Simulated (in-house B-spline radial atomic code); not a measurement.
Relativistic effects in S IX (S8+), [He] 2s2 2p4: non-relativistic Hartree-Fock (point nucleus) against Dirac-Hartree-Fock (Fermi nucleus of rms radius 3.2611 fm), both averages of the configuration, computed with a B-spline radial code for spherical atoms.

| orbital | ε NR (Eh) | ε Dirac (Eh) | <r> NR (bohr) | <r> Dirac (bohr) | change of <r> (%) |
| --- | --- | --- | --- | --- | --- |
| 1s1/2 | -100.75 | ? | 0.09688 | ? | ? |
| 2s1/2 | -16.027 | -16.093 | 0.4522 | 0.4503 | -0.4 |
| 2p1/2 | -14.205 | ? | 0.4051 | ? | ? |
| 2p3/2 | -14.205 | -14.199 | 0.4051 | 0.4049 | 0.0 |

(1) What happens to 2p1/2?

(2) What happens to 1s1/2?

(3) What explains the pattern of contraction and expansion?

(4) By how much does the total energy change?

Results:

(1) Its energy goes to -14.253 hartree and <r> to 0.4032 bohr (-0.46 %).

(2) Its energy goes to -101.08 hartree and <r> to 0.09646 bohr (-0.44 %).

(3) The s and p1/2 orbitals contract directly, as their density near the nucleus moves at relativistic speed. Nothing expands appreciably in this ion.

(4) By -1.0917 hartree, from -365.134 to -366.226.
